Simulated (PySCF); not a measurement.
C6H6N2O.
SMILES with atom numbers: `[N:1]#[C:2][C@@H:3]1[CH:4]=[CH:5][C@H:6]1[NH:7][CH:8]=[O:9]` (hydrogens: H10 on C3; H11 on C4; H12 on C5; H13 on C6; H14 on N7; H15 on C8)

Torsions of this conformer, `[N:1]#[C:2][C@@H:3]1[CH:4]=[CH:5][C@H:6]1[NH:7][CH:8]=[O:9]`: C5–C6–N7–C8 -136°, C6–N7–C8–O9 0°.

The closed-shell ground state was solved at several levels (PySCF, density fitting, gas phase, non-relativistic). One conformer (not necessarily the lowest) at the GFN2-xTB geometry, without solvent, vibrations or thermal averaging.

| level | basis functions | HOMO (eV) | LUMO (eV) | gap (eV) | dipole (D) |
| --- | --- | --- | --- | --- | --- |
| B3LYP/pcJ-1 | 303 | -7.55 | -1.02 | 6.53 | 6.66 |
| PBE0/pcSseg-1 | 183 | -7.82 | -0.81 | 7.01 | 6.64 |

Task: What might CAM-B3LYP/def2-SVPD (231 basis functions) give for the same quantities?

Result: HOMO -9.32 eV, LUMO 0.23 eV, gap 9.55 eV, dipole 6.81 D.

Task: Over all these levels, which gives the widest orbital gap and which the narrowest?

Result: CAM-B3LYP/def2-SVPD (range-separated hybrid) has the widest, 9.55 eV, and B3LYP/pcJ-1 (global hybrid, 20 % exact exchange) the narrowest, 6.53 eV. Functional and basis both differ between the two, so the spread mixes both effects.

Task: How far do the dipole and the HOMO energy spread over the levels?

Result: The dipole runs from 6.64 to 6.81 D (mean 6.70 D) and the HOMO from -9.32 to -7.55 eV.
